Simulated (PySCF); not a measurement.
H3OSi, SMILES [OH+]=[SiH2], charge +1.

Coordinates come from a B3LYP-D3(BJ)/def2-TZVP optimisation. The isomer is the one that the SMILES or the coordinates give; other isomers of the formula were not compared.

Method: PySCF with TDA-B3LYP/def2-TZVPD.

Vertical excitations. Gas-phase values at a fixed geometry. State labels are in the subgroup Cs.

Computed excitation energies, oscillator strengths and character:
| state | symmetry | energy (eV) | λ (nm) | f | main pairs |
|---|---|---|---|---|---|
| S1 | A" | 5.97 | 208 | 0.000 | HOMO→LUMO 100 % |
| S2 | A" | 7.53 | 165 | 0.002 | HOMO−2→LUMO 99 % |
| S3 | A' | 7.71 | 161 | 0.065 | HOMO−1→LUMO 87 % |
| S4 | A' | 8.82 | 141 | 0.045 | HOMO→LUMO+1 75 %, HOMO→LUMO+2 17 % |
| S5 | A" | 9.25 | 134 | 0.018 | HOMO−1→LUMO+1 88 % |
| S6 | A' | 9.78 | 127 | 0.134 | HOMO→LUMO+2 69 %, HOMO→LUMO+1 11 % |
| S7 | A" | 10.03 | 124 | 0.082 | HOMO−1→LUMO+2 47 %, HOMO−3→LUMO 45 % |
| S8 | A" | 10.20 | 122 | 0.059 | HOMO−1→LUMO+2 53 %, HOMO−3→LUMO 37 % |
| S9 | A' | 10.43 | 119 | 0.048 | HOMO−2→LUMO+1 78 % |
| S10 | A' | 11.29 | 110 | 0.073 | HOMO→LUMO+3 85 % |
| T1 | A" | 5.45 | 227 | 0 | HOMO→LUMO 98 % |
| T2 | A' | 6.03 | 206 | 0 | HOMO−1→LUMO 99 % |
| T3 | A" | 6.98 | 178 | 0 | HOMO−2→LUMO 98 % |
| T4 | A' | 7.73 | 160 | 0 | HOMO→LUMO+1 86 % |
Triplets are in the Tamm–Dancoff approximation.
